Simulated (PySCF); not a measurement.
C₅H₆B (charge -1).
SMILES: `[bH-]1ccccc1`

All values: PBE0/pcSseg-1 (PySCF, non-relativistic), on one gas-phase PBE0-D3(BJ)/def2-SVP geometry that isn't relaxed in the solvent. The solvent is an IEF-PCM continuum (Bondi radii, 1.10 Å for H, scaled by 1.2). Specific hydrogen bonds and non-electrostatic terms are outside this model.

```tsv
run	E − E(gas) (kcal/mol)	HOMO (eV)	HOMO–LUMO gap (eV)
gas	0.00	-0.49	5.81
P	-43.22	-4.10	5.85
Q	-54.10	-4.96	5.87
```

Q: The runs were made in chloroform and methanol. Which run belongs to which solvent?

A: P = chloroform, Q = methanol. The dielectric constants are 4.711 (chloroform), 32.61 (methanol), and the energy falls further as ε rises. In this model the ground state sees the solvent through ε alone.

Q: How constant is the ratio of the lowering to 1 − 1/ε?

A: 
```
   solvent  1 − 1/ε  E − E(gas) (kcal/mol)  ratio (kcal/mol)  polarisation term (kcal/mol)
chloroform    0.788                 -43.22             -54.9                        -43.95
  methanol    0.969                 -54.10             -55.8                        -55.53
```

The ratio changes by +1.7 % in size from chloroform to methanol. The polarisation term is half the interaction of the solute with the induced surface charges.
